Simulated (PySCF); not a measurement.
Species: C4H6FNSi.
Atom-mapped SMILES: `[F:1][c:2]1[cH:3][cH:4][cH:5][n:6]1[SiH3:7]` (hydrogens: H8 on C3; H9 on C4; H10 on C5; H11, H12, H13 on Si7)

The same species was optimised twice, with GFN2-xTB and with PBE0-D3(BJ)/def2-SVP (PySCF), and the same property calculations (PySCF, gas phase) were run on both structures.

| coordinate | GFN2-xTB | PBE0-D3(BJ)/def2-SVP | change |
| --- | --- | --- | --- |
| N6–Si7 (Å) | 1.756 | 1.778 | +0.022 |
| F1–C2 (Å) | 1.342 | 1.324 | -0.018 |
| C5–N6 (Å) | 1.374 | 1.391 | +0.017 |
| C4–C5 (Å) | 1.360 | 1.371 | +0.011 |
| C3–C4 (Å) | 1.420 | 1.430 | +0.010 |
| C2–C3 (Å) | 1.357 | 1.366 | +0.009 |
| C2–N6 (Å) | 1.360 | 1.367 | +0.007 |
| C5–N6–Si7 (°) | 129.6 | 127.5 | -2.1 |
| C2–N6–Si7 (°) | 124.6 | 125.9 | +1.3 |
| C4–C5–N6 (°) | 109.7 | 108.7 | -1.0 |
| C2–N6–C5 (°) | 105.8 | 106.6 | +0.8 |
| F1–C2–C3 (°) | 129.8 | 130.5 | +0.7 |
| C3–C4–C5 (°) | 107.5 | 108.0 | +0.5 |
| C3–C2–N6 (°) | 111.9 | 111.6 | -0.3 |
| F1–C2–N6 (°) | 118.3 | 118.0 | -0.3 |

Rotational constants: A = 3651, B = 2092, C = 1351 MHz (GFN2-xTB) against A = 3607, B = 2053, C = 1329 MHz (PBE0-D3(BJ)/def2-SVP). Point groups within 0.08 Å: Cs and Cs. Atoms that the bonding makes alike are paired by their places after alignment.

On the GFN2-xTB structure: lowest singlet, TDDFT (eV) 5.02 [B3LYP/def2-SVPD]; lowest triplet, Tamm–Dancoff (eV) 4.25 [B3LYP/def2-SVPD]; isotropic polarisability (au) 77.1 [B3LYP/def2-SVPD]; HOMO (eV) -6.01 [B3LYP/def2-SVPD]; LUMO (eV) -0.15 [B3LYP/def2-SVPD]; dipole (D) 1.68 [B3LYP/def2-SVPD]; HOMO (eV) -6.18 [PBE0/pcSseg-1]; LUMO (eV) 0.17 [PBE0/pcSseg-1]; dipole (D) 1.82 [PBE0/pcSseg-1]; GIAO shielding of F1 (ppm) 317.2 [PBE0/pcSseg-1]; GIAO shielding of C2 (ppm) 26.2 [PBE0/pcSseg-1]; GIAO shielding of C3 (ppm) 92.7 [PBE0/pcSseg-1]; GIAO shielding of C4 (ppm) 71.9 [PBE0/pcSseg-1]; GIAO shielding of C5 (ppm) 69.2 [PBE0/pcSseg-1]; GIAO shielding of N6 (ppm) 115.2 [PBE0/pcSseg-1]; GIAO shielding of Si7 (ppm) 403.9 [PBE0/pcSseg-1].

Problem. What do these properties become on the PBE0-D3(BJ)/def2-SVP structure?

Solution. 
| property | level | on GFN2-xTB | on PBE0-D3(BJ)/def2-SVP | change |
| --- | --- | --- | --- | --- |
| lowest singlet, TDDFT (eV) | B3LYP/def2-SVPD | 5.02 | 5.08 | +0.06 |
| lowest triplet, Tamm–Dancoff (eV) | B3LYP/def2-SVPD | 4.25 | 4.15 | -0.10 |
| isotropic polarisability (au) | B3LYP/def2-SVPD | 77.1 | 79.2 | +2.1 |
| HOMO (eV) | B3LYP/def2-SVPD | -6.01 | -6.02 | -0.01 |
| LUMO (eV) | B3LYP/def2-SVPD | -0.15 | -0.08 | +0.07 |
| dipole (D) | B3LYP/def2-SVPD | 1.68 | 1.50 | -0.18 |
| energy, GFN2-xTB geometry as zero (kcal/mol) | B3LYP/def2-SVPD | 0.0 | -2.0 | -2.0 |
| HOMO (eV) | PBE0/pcSseg-1 | -6.18 | -6.18 | 0.00 |
| LUMO (eV) | PBE0/pcSseg-1 | 0.17 | 0.25 | +0.08 |
| dipole (D) | PBE0/pcSseg-1 | 1.82 | 1.62 | -0.20 |
| energy, GFN2-xTB geometry as zero (kcal/mol) | PBE0/pcSseg-1 | 0.0 | -1.2 | -1.2 |
| GIAO shielding of F1 (ppm) | PBE0/pcSseg-1 | 317.2 | 317.8 | +0.6 |
| GIAO shielding of C2 (ppm) | PBE0/pcSseg-1 | 26.2 | 25.7 | -0.5 |
| GIAO shielding of C3 (ppm) | PBE0/pcSseg-1 | 92.7 | 91.5 | -1.2 |
| GIAO shielding of C4 (ppm) | PBE0/pcSseg-1 | 71.9 | 68.4 | -3.5 |
| GIAO shielding of C5 (ppm) | PBE0/pcSseg-1 | 69.2 | 65.7 | -3.5 |
| GIAO shielding of N6 (ppm) | PBE0/pcSseg-1 | 115.2 | 111.5 | -3.7 |
| GIAO shielding of Si7 (ppm) | PBE0/pcSseg-1 | 403.9 | 402.0 | -1.9 |

The heavy atoms differ by 0.018 Å rms after alignment. Among bonds between heavy atoms N6–Si7 changes most (+0.022 Å). Changes are differences of the printed values. Neither structure is proved a minimum here.
